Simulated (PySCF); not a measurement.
## Two-dimensional NMR puzzle

Compound of formula C₆H₄BrF. Correlations simulated from computed shifts and couplings:

HSQC (one-bond C–H):
| δH | δC | 1J(C,H) (Hz) |
| --- | --- | --- |
| 7.53 | 139.5 | 176 |
| 7.09 | 121.9 | 172 |

COSY cross peaks (|J| ≥ 2 Hz):
| δH | δH | abs. J (Hz) | bonds |
| --- | --- | --- | --- |
| 7.53 | 7.09 | 10.1 | 3 |

HMBC (two and three bonds, |J| ≥ 2.5 Hz):
| δH | δC [abs. J in Hz] |
| --- | --- |
| 7.53 | 169.3 [11.1], 139.5 [6.9], 136.2 [3.2] |
| 7.09 | 169.3 [4.7], 136.2 [11.4], 121.9 [5.0] |

Carbons without hydrogens: δ 169.3, 136.2.

[PySCF 2.14: PBE0/pcSseg-1 with gauge-including orbitals; couplings computed with B3LYP/pcJ-1 (pcSseg-1 on Br) (spin–dipole term only in couplings to heteroatoms); structure optimised with PBE0-D3(BJ)/def2-SVP; one averaged value for each set of equivalent atoms; no solvent model; single conformer; non-relativistic]

Shifts are taken against calculated references (same method and geometry level): 1H, 13C against TMS.

Exchangeable hydrogens are left out of these lists, and C,H couplings along chains are those of one rotamer, so weak HMBC peaks may be missing or extra.

Problem. Which molecule is this?

Solution. SMILES Fc1ccc(Br)cc1.

Atom-mapped SMILES (the numbers label the heavy atoms): `[F:1][c:2]1[cH:3][cH:4][c:5]([Br:6])[cH:7][cH:8]1`. Hydrogens are named by the atom that carries them.

- δC 169.3 is C2, an aromatic carbon bearing fluorine.
- δC 139.5 is C4/C7, an aromatic CH (δH 7.53).
- δC 136.2 is C5, an aromatic carbon bearing bromine.
- δC 121.9 is C3/C8, an aromatic CH (δH 7.09).
- HMBC from δH 7.53 reaches the proton-free carbons C2, C5.
- HMBC from δH 7.09 reaches the proton-free carbons C2, C5.
- COSY links 7.53–7.09.

This is the structure that produced the data.

The calculation has no spin–orbit term, so carbons bonded to Br come out too deshielded (the heavy-atom effect is absent). Common functionals overestimate the size of one-bond C–F couplings by tens of Hz; these are unscaled. Unscaled 3J(H,H) at this level run about 10 % above measured values. Shifts are as computed. Against solution values, carbons near 30 ppm lie about +2 ppm off and those near 130 ppm about +5 ppm; carbons on Br a further +13 ppm. Of 1211 compounds with measured shifts, 218 miss one by over three times the rms of a fit or turn the order of signals round; such compounds aren't used in these exercises.
